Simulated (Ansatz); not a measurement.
CH3NS, SMILES `[H]/N=C/S` (N–C–S–H torsion 0°) (charge 0, multiplicity 1).

Computed with frozen-core CCSDT(Q)/cc-pVDZ // PBE0-D3(BJ)/def2-TZVP run with Ansatz (an electronic-structure program).

Ansatz 0.2 input:
```yaml
crystal:
  periodic: [false, false, false]
  atoms:
    - { symbol: N, position_ang: [-0.734638, -0.76802, -0.186722] }
    - { symbol: C, position_ang: [-0.184804, 0.341153, 0.054903] }
    - { symbol: S, position_ang: [1.544661, 0.548982, 0.189048] }
    - { symbol: H, position_ang: [-1.747317, -0.668978, -0.223675] }
    - { symbol: H, position_ang: [-0.707812, 1.291691, 0.207729] }
    - { symbol: H, position_ang: [1.829911, -0.744828, -0.041283] }
basis:
  gaussian: { orbitals: cc-pVDZ }
correlation:
  method: ccsdt_q
```

Output:

```
Functional definition: HF
1194 factors; integrals over basis functions are off by at most 1.9e-7 eV
mean field evaluation 1: about -13374.1765 eV, gradient 2.9e1 eV
mean field evaluation 2: about -13374.1800 eV, gradient 2.9e1 eV
mean field evaluation 4: about -13376.4658 eV, gradient 3.1e0 eV
mean field evaluation 8: about -13376.5291 eV, gradient 1.9e-1 eV
mean field evaluation 16: about -13376.5169 eV, gradient 1.1e0 eV
mean field -13376.52930438 eV, -491.5783849988 hartree, gradient 2.5e-6 eV, S^2 0.000000; 0 other end points of the search recorded, 0 dependent functions left out
7 core orbitals not correlated
reference -13376.52930438 eV, -491.5783849988 hartree; 9, 9 occupied and 45, 45 virtual orbitals, 1194 factors
second order -11.75330915 eV of doubles, -0.00000000 eV of singles
cycle   1  -12.17767437 eV  change   -4.2e-1 eV  update   1.0e-1
cycle   2  -12.77053489 eV  change   -5.9e-1 eV  update   4.6e-2
cycle   3  -13.10119907 eV  change   -3.3e-1 eV  update   2.2e-2
cycle   4  -13.06708557 eV  change    3.4e-2 eV  update   6.9e-3
cycle   5  -13.06045341 eV  change    6.6e-3 eV  update   3.8e-3
cycle   6  -13.06473690 eV  change   -4.3e-3 eV  update   1.3e-3
cycle   7  -13.06642987 eV  change   -1.7e-3 eV  update   6.1e-4
cycle   8  -13.06599307 eV  change    4.4e-4 eV  update   2.3e-4
cycle   9  -13.06571927 eV  change    2.7e-4 eV  update   1.2e-4
cycle  10  -13.06587014 eV  change   -1.5e-4 eV  update   5.0e-5
cycle  11  -13.06573968 eV  change    1.3e-4 eV  update   2.2e-5
cycle  12  -13.06574789 eV  change   -8.2e-6 eV  update   1.0e-5
cycle  13  -13.06575446 eV  change   -6.6e-6 eV  update   3.9e-6
cycle  14  -13.06575364 eV  change    8.1e-7 eV  update   1.6e-6
perturbative correction -0.03790608 eV, -0.0013930228 hartree
Total energy: -13389.63296411 eV, -492.0599356118 hartree
```
